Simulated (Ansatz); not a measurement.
Reaction (cleavage of the Al–B bond): `C[Se][BH][AlH2]` + `N[Si]1(Cl)CO1` → `[AlH2][NH][Si]1(Cl)CO1` + `B[Se]C`

Gas-phase electronic energies from Ansatz, PBE0-D4/def2-TZVP geometries. CBS: MP2 limit from def2 TZ/QZ plus the TZ coupled-cluster correction, frozen cores. DFT in def2-TZVPP. B3LYP here is the variant with VWN-RPA as its local correlation; programs differ in this. For Se outer-core shells are correlated without core-valence functions, which leaves a few kJ/mol of doubt a bond. Scalar relativity is left out up to krypton. One conformer a species, not always the lowest.

```json
{"level": "r2SCAN-D4", "ΔE (kJ/mol)": "-121.8", "difference from CCSD(T)/CBS": "3.1"}
{"level": "PBE0-D4", "ΔE (kJ/mol)": "-113.2", "difference from CCSD(T)/CBS": "11.7"}
{"level": "PBE", "ΔE (kJ/mol)": "-109.2", "difference from CCSD(T)/CBS": "15.7"}
{"level": "PBE0", "ΔE (kJ/mol)": "-112.7", "difference from CCSD(T)/CBS": "12.2"}
{"level": "B3LYP", "ΔE (kJ/mol)": "-123.8", "difference from CCSD(T)/CBS": "1.1"}
{"level": "MP2/def2-TZVPP", "ΔE (kJ/mol)": "-134.6", "difference from CCSD(T)/CBS": "-9.7"}
{"level": "CCSD/def2-TZVPP", "ΔE (kJ/mol)": "-127.0", "difference from CCSD(T)/CBS": "-2.1"}
{"level": "CCSD(T)/def2-TZVPP", "ΔE (kJ/mol)": "-126.6", "difference from CCSD(T)/CBS": "-1.7"}
{"level": "MP2/CBS(def2)", "ΔE (kJ/mol)": "-132.9", "difference from CCSD(T)/CBS": "-8.0"}
{"level": "CCSD/CBS(def2)", "ΔE (kJ/mol)": "-125.3", "difference from CCSD(T)/CBS": "-0.4"}
{"level": "CCSD(T)/CBS", "ΔE (kJ/mol)": "-124.9", "difference from CCSD(T)/CBS": "0"}
```

Largest T1 diagnostic among the species: 0.014.

From PBE to PBE0 (25 % exact exchange), in def2-TZVPP and without D4, ΔE moves by −3.5 kJ/mol.
